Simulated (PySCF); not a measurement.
F$_{2}$Sn (SMILES [F][Sn][F]), singlet, at a GFN2-xTB geometry (such geometries of metal compounds can be far from the true shape) (core potentials on Sn), with bond 2-1 at 2.0 times its length; TPSS/def2-SV(P) in PySCF.

Here is a job for PySCF.
```python
from pyscf import gto, scf, dft

mol = gto.Mole()
mol.atom = '''
    Sn    0.01449829   -0.00777246    0.34340333
    F     1.46686127    2.89177694   -2.25284425
    F    -0.82122585   -1.39882190   -0.95307583
'''
mol.basis = 'def2-sv(p)'
mol.ecp = {'Sn': 'def2-sv(p)'}
mol.verbose = 4
mol.build()

mf = dft.RKS(mol)
mf.xc = 'tpss'
mf.DIIS = scf.EDIIS
mf.kernel()
```

Output, abridged:

```
PySCF version 2.14.0

[INPUT] verbose = 4
[INPUT] num. atoms = 3
[INPUT] num. electrons = 40
[INPUT] charge = 0
[INPUT] spin (= nelec alpha-beta = 2S) = 0
[INPUT] symmetry False subgroup None
[INPUT] Mole.unit = angstrom
[INPUT] Symbol           X                Y                Z      unit          X                Y                Z       unit  Magmom
[...]
nuclear repulsion = 84.1821596474757
number of shells = 22
number of NR pGTOs = 109
number of NR cGTOs = 54
basis = def2-sv(p)
ecp = {'Sn': 'def2-sv(p)'}

******** <class 'pyscf.dft.rks.RKS'> ********
method = RKS
initial guess = minao
damping factor = 0
level_shift factor = 0
DIIS = <class 'pyscf.scf.diis.EDIIS'>
diis_start_cycle = 1
diis_space = 8
diis_damp = 0
SCF conv_tol = 1e-09
SCF conv_tol_grad = None
SCF max_cycles = 50
direct_scf = True
direct_scf_tol = 1e-13
XC library pyscf.dft.libxc version 7.1.2
    S. Lehtola, C. Steigemann, M. J. T. Oliveira, and M. A. L. Marques,  SoftwareX 7, 1–5 (2018)
XC functionals = tpss
    J. Tao, J. P. Perdew, V. N. Staroverov, and G. E. Scuseria,  Phys. Rev. Lett. 91, 146401 (2003)
    J. P. Perdew, J. Tao, V. N. Staroverov, and G. E. Scuseria,  J. Chem. Phys. 120, 6898 (2004)
    J. Tao, J. P. Perdew, V. N. Staroverov, and G. E. Scuseria,  Phys. Rev. Lett. 91, 146401 (2003)
    J. P. Perdew, J. Tao, V. N. Staroverov, and G. E. Scuseria,  J. Chem. Phys. 120, 6898 (2004)
radial grids:
    Treutler-Ahlrichs [JCP 102, 346 (1995); DOI:10.1063/1.469408] (M4) radial grids

becke partition: Becke, JCP 88, 2547 (1988); DOI:10.1063/1.454033
pruning grids: <function nwchem_prune>
grids dens level: 3
symmetrized grids: False
atomic radii adjust function: <function treutler_atomic_radii_adjust>
small_rho_cutoff = 0
Set gradient conv threshold to 3.16228e-05
Initial guess from minao.
tot grids = 50488
init E= -391.130532974722
[...]
cycle= 1 E= -399.203991341255  delta_E= -8.07  |g|= 3.56  |ddm|=  7.9
[...]
cycle= 2 E= -194.570861934781  delta_E=  205  |g|= 7.13  |ddm|= 15.9
[...]
cycle= 3 E= -382.879985630646  delta_E= -188  |g|= 4.53  |ddm|=   17
[...]
cycle= 4 E= -384.07404809362  delta_E= -1.19  |g|= 4.05  |ddm|= 1.29
[...]
cycle= 5 E= -384.074048138822  delta_E= -4.52e-08  |g|= 4.05  |ddm|= 4.7e-08
[...]
cycle= 6 E= -384.074048104545  delta_E= 3.43e-08  |g|= 4.05  |ddm|= 3.56e-08
[...]
cycle= 7 E= -384.074048104621  delta_E= -7.66e-11  |g|= 4.05  |ddm|= 7.96e-11
[...]
cycle= 8 E= -384.074048107044  delta_E= -2.42e-09  |g|= 4.05  |ddm|= 2.52e-09
[...]
[...]
[...]
cycle= 21 E= -383.178879028246  delta_E= -202  |g|= 4.79  |ddm|= 20.2
[...]
cycle= 22 E= -383.229187483758  delta_E= -0.0503  |g|= 4.47  |ddm|= 9.26
[...]
cycle= 23 E= -383.011204629519  delta_E= 0.218  |g|= 4.51  |ddm|= 0.505
[...]
cycle= 24 E= -383.474368249994  delta_E= -0.463  |g|= 4.68  |ddm|=    9
[...]
cycle= 25 E= -383.474368296008  delta_E= -4.6e-08  |g|= 4.68  |ddm|= 1.43e-07
[...]
cycle= 26 E= -383.474368236589  delta_E= 5.94e-08  |g|= 4.68  |ddm|= 1.85e-07
[...]
cycle= 27 E= -383.474368257491  delta_E= -2.09e-08  |g|= 4.68  |ddm|= 6.51e-08
[...]
cycle= 28 E= -383.474368253544  delta_E= 3.95e-09  |g|= 4.68  |ddm|= 1.23e-08
[...]
cycle= 29 E= -181.466034549139  delta_E=  202  |g|= 6.92  |ddm|=   20
[...]
cycle= 30 E= -383.468818851066  delta_E= -202  |g|= 4.68  |ddm|= 20.1
[...]
cycle= 31 E= -383.468818838347  delta_E= 1.27e-08  |g|= 4.68  |ddm|= 3.9e-08
[...]
cycle= 32 E= -383.138860361851  delta_E= 0.33  |g|=  4.5  |ddm|= 9.04
[...]
cycle= 33 E= -383.371531648068  delta_E= -0.233  |g|= 4.72  |ddm|= 9.25
[...]
cycle= 34 E= -383.371531648832  delta_E= -7.64e-10  |g|= 4.72  |ddm|= 2.09e-09
[...]
cycle= 35 E= -383.37153165154  delta_E= -2.71e-09  |g|= 4.72  |ddm|= 7.41e-09
[...]
cycle= 36 E= -383.371531648038  delta_E= 3.5e-09  |g|= 4.72  |ddm|= 9.59e-09
[...]
cycle= 37 E= -383.371531653955  delta_E= -5.92e-09  |g|= 4.72  |ddm|= 1.62e-08
[...]
cycle= 38 E= -181.461675019008  delta_E=  202  |g|= 6.93  |ddm|= 20.2
[...]
cycle= 39 E= -383.369119429617  delta_E= -202  |g|= 4.72  |ddm|= 20.2
[...]
cycle= 40 E= -383.369119432209  delta_E= -2.59e-09  |g|= 4.72  |ddm|= 7.07e-09
[...]
cycle= 41 E= -383.186980560533  delta_E= 0.182  |g|= 4.48  |ddm|= 9.26
[...]
cycle= 42 E= -383.33583907915  delta_E= -0.149  |g|= 4.73  |ddm|= 9.29
[...]
cycle= 43 E= -383.335839128183  delta_E= -4.9e-08  |g|= 4.73  |ddm|= 1.31e-07
[...]
cycle= 44 E= -383.335839128044  delta_E= 1.39e-10  |g|= 4.73  |ddm|= 3.77e-10
[...]
cycle= 45 E= -383.335839146358  delta_E= -1.83e-08  |g|= 4.73  |ddm|= 4.9e-08
[...]
cycle= 46 E= -383.33583912759  delta_E= 1.88e-08  |g|= 4.73  |ddm|= 5.02e-08
[...]
cycle= 47 E= -181.45725489355  delta_E=  202  |g|= 6.93  |ddm|= 20.2
[...]
cycle= 48 E= -383.336915350886  delta_E= -202  |g|= 4.73  |ddm|= 20.2
[...]
cycle= 49 E= -383.336915350967  delta_E= -8.18e-11  |g|= 4.73  |ddm|= 2.21e-10
[...]
cycle= 50 E= -383.202195820194  delta_E= 0.135  |g|= 4.48  |ddm|= 9.28
SCF not converged.
SCF energy = -383.202195820194
```

Convergence was not reached.
